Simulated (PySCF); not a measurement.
Job file and geometry (Å, from GFN2-xTB) of an NMR shielding run on `C[C@@]1([AlH2-][NH3+])CC[C@H]1F`, C₅H₁₃AlFN, GIAO PBE0/pcSseg-1 NMR shielding, non-relativistic, gas phase in PySCF 2.14.0, density-fitted response routines; density fitting, a coarse starting grid and PySCF grid level 2 are the driver's defaults:

```
$ OMP_NUM_THREADS=1 python probes_run.py task.json out

{"job": {"kind": "nmr", "xc": "PBE0", "basis": "pcSseg-1"}, "charge": 0, "multiplicity": 1}
C      0.060844     1.427167     1.260931
C     -0.295573     0.303632     0.291012
Al     0.903637    -0.700885    -1.009562
N      2.796772    -0.152749    -0.465333
C     -1.143250    -0.850970     0.886220
C     -1.994934    -0.805651    -0.381891
C     -1.478885     0.602635    -0.651587
F     -2.359866     1.565114    -0.188486
H      0.499160     2.268987     0.724604
H      0.777292     1.074651     2.003307
H     -0.825821     1.786941     1.784585
H      0.905648    -0.187371    -2.486980
H      1.022113    -2.240412    -0.758500
H      3.467256    -0.563183    -1.110931
H      2.915999     0.858927    -0.481704
H      3.014117    -0.482804     0.473525
H     -0.620147    -1.795180     1.072654
H     -1.703229    -0.564103     1.775875
H     -1.614756    -1.495263    -1.143190
H     -3.072768    -0.916267    -0.282563
H     -1.262529     0.883729    -1.693644
```

Q: Write the output of this run.

A: 
```
coarse grid: 17264 points
cycle   1  E = -594.6664561733  dE =  7.566e-01  |g| = 6.029e-01  |ddm| = 3.927e+00
cycle   2  E = -594.6425711946  dE =  2.388e-02  |g| = 7.468e-01  |ddm| = 1.200e+00
cycle   3  E = -594.7487098636  dE = -1.061e-01  |g| = 6.249e-02  |ddm| = 6.771e-01
cycle   4  E = -594.7493722597  dE = -6.624e-04  |g| = 2.753e-02  |ddm| = 8.104e-02
cycle   5  E = -594.7495219686  dE = -1.497e-04  |g| = 7.771e-03  |ddm| = 3.145e-02
cycle   6  E = -594.7495337192  dE = -1.175e-05  |g| = 2.345e-03  |ddm| = 8.836e-03
cycle   7  E = -594.7495348840  dE = -1.165e-06  |g| = 5.100e-04  |ddm| = 2.424e-03
final grid: 160368 points
cycle   8  E = -594.7997825224  dE = -4.927e-05  |g| = 9.993e-03  |ddm| = 3.790e-02
cycle   9  E = -594.7997654065  dE =  1.712e-05  |g| = 1.361e-02  |ddm| = 2.083e-02
cycle  10  E = -594.7998055221  dE = -4.012e-05  |g| = 1.154e-03  |ddm| = 1.203e-02
cycle  11  E = -594.7998057391  dE = -2.170e-07  |g| = 2.811e-04  |ddm| = 1.060e-03
cycle  12  E = -594.7998057517  dE = -1.266e-08  |g| = 7.088e-05  |ddm| = 2.594e-04
cycle  13  E = -594.7998057527  dE = -9.416e-10  |g| = 1.956e-05  |ddm| = 7.722e-05
converged SCF energy = -594.7998057527

GIAO shielding tensors (ppm)
atom      isotropic    diamagn.    paramagn.     s11        s22        s33       span
  0 C      169.234     243.543     -74.309    154.225    165.287    188.191     33.966
  1 C      158.445     250.644     -92.199    139.795    157.997    177.543     37.748
  2 Al     404.118     797.215    -393.097    351.355    422.578    438.422     87.068
  3 N      236.049     317.575     -81.526    221.570    241.333    245.244     23.674
  4 C      151.422     249.447     -98.025    128.485    148.000    177.783     49.298
  5 C      158.699     256.740     -98.041    141.293    162.562    172.243     30.949
  6 C       86.979     246.124    -159.145     49.380     75.630    135.926     86.547
  7 F      398.018     473.365     -75.346    368.162    398.843    427.050     58.888
  8 H       30.740      30.660       0.079     26.113     28.348     37.758     11.644
  9 H       30.962      31.058      -0.096     26.641     29.192     37.052     10.411
 10 H       29.861      30.302      -0.442     25.172     29.244     35.165      9.993
 11 H       27.610      31.240      -3.630     24.347     26.496     31.986      7.640
 12 H       27.665      31.340      -3.675     24.265     26.992     31.737      7.472
 13 H       29.508      27.339       2.169     23.396     24.600     40.527     17.131
 14 H       29.430      30.122      -0.692     23.110     26.599     38.581     15.471
 15 H       29.398      30.120      -0.722     23.509     26.208     38.475     14.966
 16 H       29.318      31.911      -2.593     25.232     28.140     34.583      9.352
 17 H       29.647      32.417      -2.770     27.097     27.965     33.880      6.783
 18 H       29.867      31.856      -1.989     26.503     29.211     33.886      7.383
 19 H       29.541      30.321      -0.780     25.690     26.329     36.606     10.916
 20 H       26.342      31.781      -5.438     20.747     28.485     29.794      9.047
```

Size and cost of the density-fitted run: 208 basis functions, 40 s wall time on 1 thread of an Arm Neoverse V2, shared host; peak memory 0.95 GiB.
